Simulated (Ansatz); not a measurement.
The cluster TaS2, relaxed as a doublet with UKS r2SCAN-D4/def2-TZVP in Ansatz, starting from the GFN1-xTB geometry. Force threshold 0.02 eV/Å.

In the def2 sets Ta takes a core potential; there is no spin–orbit coupling. The relaxation made no stability test and no search for a lower SCF solution. The structure comes from a short search, and lower isomers may exist.

Start:

```csv
atom,x (Å),y (Å),z (Å)
Ta1,-0.8986,-0.1046,-0.0410
S2,0.2740,1.7255,-0.4002
S3,0.6246,-1.6209,0.4412
```

Question: Estimate the energy that the relaxation releases and the steps that it takes.

Answer: 8.1 kJ/mol, in 5 steps; 11 s on 4 threads of Arm Neoverse V2 on a shared host. No frequencies were taken in this run, so the end may be a saddle point.

Question: Does the start keep its bonding and symmetry?

Answer: By distances, no bond broke or formed. The bond that changes most is Ta1–S2, from 2.20 to 2.16 Å (atoms count from 1). Point group C2v at the start, C2v at the end, both within 0.05 Å.

Question: Predict the relaxed structure.

Answer: 
```xyz
3

Ta   -0.8401   -0.0977   -0.0384
S     0.2439    1.7294   -0.4034
S     0.5962   -1.6317    0.4418
```
Bond lengths: 2 × S–Ta 2.16 Å.
